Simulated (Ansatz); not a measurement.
`C[Se][GeH2][Cl]` + `C[SiH2][GeH2][OH]` → `C[SiH2][GeH2][Cl]` + `C[Se][GeH2][OH]`  (redistribution)

Isolated molecules relaxed with PBE0-D4/def2-TZVP in Ansatz; ΔE leaves out vibrations. CCSD(T)/CBS is the MP2 limit (def2-TZVPP, def2-QZVPP) plus CCSD(T) − MP2 in def2-TZVPP, frozen cores. DFT in def2-TZVPP. For Ge, Se outer-core shells are correlated without core-valence functions, which leaves a few kJ/mol of doubt a bond. Scalar relativity is left out up to krypton. One conformer a species, not always the lowest.

```json
{"species": "`C[Se][GeH2][Cl]`", "PBE0-D4 energy (Eh)": "-4979.22791"}
{"species": "`C[SiH2][GeH2][OH]`", "PBE0-D4 energy (Eh)": "-2484.21556"}
{"species": "`C[SiH2][GeH2][Cl]`", "PBE0-D4 energy (Eh)": "-2868.52479"}
{"species": "`C[Se][GeH2][OH]`", "PBE0-D4 energy (Eh)": "-4594.92378"}
```

(1) Work out ΔE.

Largest T1 diagnostic among the species: 0.012.

Answers

(1) ΔE = (-2868.52479) + (-4594.92378) − (-4979.22791) − (-2484.21556) = -0.00510 Eh = -3.2 kcal/mol. CCSD(T)/CBS gives -3.2 kcal/mol.
